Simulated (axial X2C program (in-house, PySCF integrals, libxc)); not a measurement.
NaK at several levels of theory

Calculated with an axial X2C code built on PySCF integrals. Spin-free means the one-electron spin-free X2C Hamiltonian; two-component (2c) means X2C with spin–orbit coupling and atomic mean-field two-electron Coulomb and Gaunt terms, so the difference of the two also holds small scalar two-electron terms. Basis: K dyall-cv3z [11s12p6d3f], Na dyall-cv3z [9s8p5d2f] (cores contracted in-house); Gaussian nuclei, density fitting, unrestricted open shells. Masses: K 38.964 u, Na 22.990 u.

Input file and command:
```json
{"zs": [19, 11], "q": 0, "bas": ["dyall-cv3z", "dyall-cv3z"], "levels": ["PBE0", "HF", "r2SCAN"], "cc": true, "r0": 3.51, "thr": -1.0, "nmax": 90, "npts": 10, "nst": 2, "ntry": 6}
```
```bash
python so2c.py task.json out
```

Keys: zs atomic numbers; q charge; bas basis sets; levels methods; cc coupled cluster on or off; r0 starting distance in Å; thr threshold in hartree for freezing inner shells (an s shell follows its p shell); nmax most natural virtual spinors; npts points on the curve; nst determinants followed; ntry starts of the search. HF also brings MP2.

State, spin-free: M_S = 0, Λ = 0 (closed shell); electrons by block: σα: 9, σβ: 9, π+α: 3, π+β: 3, π-α: 3, π-β: 3. Fragments: K + Na.

State, 2c: Ω = 0 (closed shell); electrons by block: 1/2: 12, -1/2: 12, 3/2: 3, -3/2: 3. Fragments: K + Na.

| Hamiltonian | level | Re (Å) | ωe (cm⁻¹) | ωexe (cm⁻¹) | De (eV) | k (mdyn/Å) | μ (D) |
| --- | --- | --- | --- | --- | --- | --- | --- |
| 2c | PBE0 | 3.537 | 123.8 | 0.386 | 0.603 | 0.131 | -2.97 |
| 2c | HF | 3.685 | 118.2 | 0.303 | -0.061 | 0.119 | -3.66 |
| 2c | MP2 | 3.527 | 125.8 | 0.37 | 0.418 | 0.135 | n/a |
| 2c | CCSD | 3.563 | 122.2 | 0.442 | 0.612 | 0.127 | n/a |
| 2c | CCSD(T) | 3.554 | 121.3 | 0.472 | 0.629 | 0.125 | n/a |
| 2c | r2SCAN | 3.584 | 120.8 | 0.412 | 0.503 | 0.124 | -3.12 |

Spin-free values that have a 2c row agree with it to the digits that matter (0.001 Å, 0.01 eV) and are not repeated.

Correlated methods: 10 electrons correlated (number of frozen shells: K 2 s, 1 p; Na 2 s, 1 p), 260 virtual spin orbitals or spinors in MP2, 90 natural virtuals in coupled cluster.

Dipoles are positive if Na is the positive end.

The state is one determinant whose occupation by symmetry is held fixed; it was picked as the lowest of a PBE0 search that is not exhaustive. The closed shell is kept restricted, so the energy runs too high when the bond is stretched far. Dissociation energies refer to the lowest single-determinant-based atoms at the same level and basis. Coupled cluster ran in a truncated set of natural virtual spinors; the MP2 energy of the rest was added. (T) has no such correction and the atoms are truncated less, which lowers De at CCSD(T) by a hundredth of an eV or more.

Rough cost a point (2c) on 1 thread(s) of a shared host, integrals apart: PBE0 0.21 s, HF 0.08 s, CCSD(T) 3 s, r2SCAN 0.3 s.

The whole task took 72 s on 1 thread of INTEL(R) XEON(R) PLATINUM 8581C CPU @ 2.30GHz (Emerald Rapids), with other jobs on the host.
